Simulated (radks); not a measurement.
Results of a calculation; reference values are marked as such.
Tm4+, 65 electrons, occupied as [Xe] 4f10 6s1 (not the ground configuration). Code: a radial shooting solver on a logarithmic mesh with Libxc functionals. Model: scalar-relativistic Kohn-Sham, PBE, spin-polarised, spherical densities, finite nucleus; open shells are filled with parallel spins first (spin-orbit coupling, left out, can overturn this in heavy ions); Fermi nuclear charge, rms radius 5.2256 fm.

X-ray form factor f0, the Fourier transform of the density (f0(0) = 65):

sin(theta)/lambda (1/angstrom),f0 (electrons)
0.05,64.363
0.1,62.592
0.15,60.024
0.2,57.017
0.25,53.837
0.3,50.654
0.4,44.648
0.5,39.420
0.6,35.015
0.8,28.128
1,23.116
1.25,18.922
1.5,16.297
2,12.805
